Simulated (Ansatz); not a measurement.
Start from `BO[SiH2]C#C` and change one atom or group to get `C#C[SiH2]O`.

Ansatz, PBE0-D4/def2-TZVP geometries, multiplicity 1. Each molecule was computed in one conformer, which needn't be the lowest.

| property | `BO[SiH2]C#C` |
| --- | --- |
| LUMO energy (B3LYP/def2-TZVPP) / eV | -1.01 |
| HOMO energy (ωB97M-V/def2-TZVPP) / eV | -10.73 |
| HOMO energy (PBE0/def2-TZVPP) / eV | -8.46 |
| HOMO energy (B3LYP/def2-TZVPP) / eV | -8.24 |
| LUMO energy (PBE/def2-TZVPP) / eV | -1.78 |
| zero-point energy (PBE0-D4/def2-TZVP) / kJ/mol | 164.0 |

Q: Give the same properties after the change, and the shifts. (Estimate.)

A: The calculation gave: 
```tsv
property	`C#C[SiH2]O`	shift
LUMO energy (B3LYP/def2-TZVPP) / eV	-0.81	0.20
HOMO energy (ωB97M-V/def2-TZVPP) / eV	-10.54	0.19
HOMO energy (PBE0/def2-TZVPP) / eV	-8.30	0.16
HOMO energy (B3LYP/def2-TZVPP) / eV	-8.06	0.18
LUMO energy (PBE/def2-TZVPP) / eV	-1.50	0.28
zero-point energy (PBE0-D4/def2-TZVP) / kJ/mol	132.1	-31.9
```

The zero-point energy changes by -31.9 kJ/mol with -6 modes.

B3LYP here is the variant with VWN-RPA as its local correlation; programs differ in this.
